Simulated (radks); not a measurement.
Question: Successive ionisation energies (eV) of one element, from differences of total energies of ions in their ground configurations, starting at charge 0: 8.728, 16.381, 34.225, 53.059, 74.372, 97.875, 123.38, 150.75, 234.69, 264.17, 294.50. All-electron calculation, Dirac Kohn-Sham, BLYP, spin-unpolarised, spherical densities, finite nucleus; open shells are shared between the two j in proportion to 2j + 1; Fermi nuclear charge, rms radius 3.7377 fm. Program: a radial shooting solver on a logarithmic mesh with Libxc functionals. Which element is it?

Answer: Iron (Z = 26). The first species listed is Fe in [Ar] 3d6 4s2, the last Fe10+ in [Ne] 3s2 3p4.
